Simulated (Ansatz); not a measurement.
Kohn–Sham single points on CH7B2N (`BN(B)C`).

```yaml
crystal:
  periodic: [false, false, false]
  atoms:
    - {symbol: B, position_ang: [-0.785422, 1.274464, 0.007399]}
    - {symbol: N, position_ang: [-0.055215, 0.064416, 0.118400]}
    - {symbol: B, position_ang: [0.129562, -0.555420, 1.382799]}
    - {symbol: C, position_ang: [0.520479, -0.566133, -1.070418]}
    - {symbol: H, position_ang: [-0.927217, 1.777490, -1.070610]}
    - {symbol: H, position_ang: [-1.242857, 1.764419, 0.994067]}
    - {symbol: H, position_ang: [0.751564, -1.577706, 1.444977]}
    - {symbol: H, position_ang: [-0.338122, -0.044774, 2.353475]}
    - {symbol: H, position_ang: [1.603983, -0.655407, -0.972753]}
    - {symbol: H, position_ang: [0.297735, 0.029683, -1.954913]}
    - {symbol: H, position_ang: [0.110810, -1.568033, -1.211824]}
basis:
  gaussian: {orbitals: def2-TZVPP}
hamiltonian: {xc: r2scan, dispersion: d4}
output: {forces: true, orbitals: {seedname: orbitals}}
```

```sh
$ ansatz run in.yaml --threads 2 --pin off --events-out ev --progress --plain --max-ram 22528MiB --backend cpu
```

It prints (some lines left out):

```
Functional definition: r2SCAN
1086 factors; their error is unknown
mean field evaluation 1: about -3985.0558 eV, gradient 6.1e1 eV
mean field evaluation 2: about -3969.9123 eV, gradient 9.8e1 eV
mean field evaluation 4: about -3993.3884 eV, gradient 5.5e0 eV
mean field evaluation 8: about -3993.4331 eV, gradient 5.5e-1 eV
mean field evaluation 16: about -3993.4334 eV, gradient 5.4e-5 eV
mean field -3993.43343285 eV, -146.7559718109 hartree, gradient 5.4e-5 eV, S^2 0.000000; 0 other end points of the search recorded, 0 dependent functions left out
reference -3993.43344733 eV, -146.7559723430 hartree; 15, 15 occupied and 207, 207 virtual orbitals, 1086 factors
Total energy: -3993.47629927 eV, -146.7575471229 hartree
Atom 0 at    -0.785422     1.274464     0.007399 Å, force    -0.103389     0.171183    -0.017845 eV/Å
Atom 1 at    -0.055215     0.064416     0.118400 Å, force    -0.068253     0.076882     0.134996 eV/Å
Atom 2 at     0.129562    -0.555420     1.382799 Å, force     0.029071    -0.090547     0.172373 eV/Å
Atom 3 at     0.520479    -0.566133    -1.070418 Å, force     0.115496    -0.121276    -0.264055 eV/Å
Atom 4 at    -0.927217     1.777490    -1.070610 Å, force     0.008190    -0.021337     0.033832 eV/Å
Atom 5 at    -1.242857     1.764419     0.994067 Å, force     0.020091    -0.022267    -0.040287 eV/Å
Atom 6 at     0.751564    -1.577706     1.444977 Å, force    -0.017789     0.032056    -0.012791 eV/Å
Atom 7 at    -0.338122    -0.044774     2.353475 Å, force     0.019255    -0.020498    -0.042885 eV/Å
Atom 8 at     1.603983    -0.655407    -0.972753 Å, force    -0.021168    -0.003454     0.005614 eV/Å
Atom 9 at     0.297735     0.029683    -1.954913 Å, force     0.007336    -0.017132     0.020190 eV/Å
Atom 10 at     0.110810    -1.568033    -1.211824 Å, force     0.011159     0.016390     0.010856 eV/Å
Dipole moment:     0.128380    -0.144523    -0.250237 e Å
```

It took 3.6 s on 2 threads of an AMD EPYC 7R13 on a shared host, with 0.35 GiB of host memory at the peak.

Changing it to `hamiltonian: {xc: {name: B2PLYP}}` and no forces (abridged; 4.3 s):

```
Functional definition: B2PLYP
mean field evaluation 16: about -3987.1368 eV, gradient 2.2e-5 eV
mean field -3987.13683990 eV, -146.5245762880 hartree, gradient 3.7e-6 eV, S^2 0.000000
4 core orbitals not correlated: weight in the atoms' cores, before any rotation towards them, 1.000 or more for the frozen orbitals, at most 0.000 for the correlated occupied ones
second order -19.48326229 eV of doubles, -0.00000000 eV of singles
Total energy: -3992.39749299 eV, -146.7179017231 hartree
```

With the line `hamiltonian: {xc: {name: wB97M-V}}` (abridged; 8 s):

```
Functional definition: wB97M-V
mean field evaluation 16: about -3993.9036 eV, gradient 5.8e-5 eV
mean field -3993.90363284 eV, -146.7732513419 hartree, gradient 5.8e-5 eV, S^2 0.000000
Total energy: -3993.90368996 eV, -146.7732534408 hartree
Atom 0 force    -0.104303     0.168155    -0.000071 eV/Å
Atom 1 force    -0.065374     0.072771     0.133777 eV/Å
Atom 2 force     0.017046    -0.072140     0.176673 eV/Å
Atom 3 force     0.120186    -0.137268    -0.236690 eV/Å
Atom 4 force     0.020798    -0.065638     0.128224 eV/Å
Atom 5 force     0.056851    -0.059553    -0.127927 eV/Å
Atom 6 force    -0.072145     0.121698    -0.019148 eV/Å
Atom 7 force     0.061340    -0.068493    -0.122327 eV/Å
Atom 8 force    -0.089762     0.009331    -0.010066 eV/Å
Atom 9 force     0.022107    -0.053453     0.067847 eV/Å
Atom 10 force     0.033257     0.084590     0.009707 eV/Å
Dipole moment:     0.124745    -0.139820    -0.245497 e Å
```

Changing it to `hamiltonian: {xc: {name: BLYP}, dispersion: d4}` and no forces (abridged; 2.4 s):

```
Functional definition: BLYP
mean field evaluation 16: about -3994.0545 eV, gradient 3.8e-5 eV
mean field -3994.05452003 eV, -146.7787963439 hartree, gradient 3.9e-5 eV, S^2 0.000000
Total energy: -3994.44973337 eV, -146.7933201659 hartree
```

Changing it to `hamiltonian: {xc: pbe, dispersion: d4}` (abridged; 2.2 s):

```
Functional definition: PBE
mean field evaluation 16: about -3990.0005 eV, gradient 4.2e-5 eV
mean field -3990.00047411 eV, -146.6298129042 hartree, gradient 4.2e-5 eV, S^2 0.000000
Total energy: -3990.17467379 eV, -146.6362146243 hartree
Atom 0 force    -0.142516     0.233468    -0.013196 eV/Å
Atom 1 force    -0.012830     0.010154     0.042333 eV/Å
Atom 2 force     0.031624    -0.111979     0.240806 eV/Å
Atom 3 force     0.060778    -0.060774    -0.152356 eV/Å
Atom 4 force    -0.010815     0.047282    -0.115206 eV/Å
Atom 5 force    -0.042831     0.043930     0.100140 eV/Å
Atom 6 force     0.064497    -0.105216     0.003748 eV/Å
Atom 7 force    -0.048673     0.055246     0.091904 eV/Å
Atom 8 force     0.214617    -0.026542     0.017744 eV/Å
Atom 9 force    -0.041084     0.116290    -0.187742 eV/Å
Atom 10 force    -0.072767    -0.201859    -0.028175 eV/Å
Dipole moment:     0.132178    -0.148810    -0.257671 e Å
```

Changing it to `hamiltonian: {xc: {name: revPBE}, dispersion: d4}` and no forces (abridged; 1.8 s):

```
Functional definition: revPBE
mean field evaluation 16: about -3994.7070 eV, gradient 3.8e-5 eV
mean field -3994.70700159 eV, -146.8027745989 hartree, gradient 3.8e-5 eV, S^2 0.000000
Total energy: -3995.31785669 eV, -146.8252231098 hartree
```
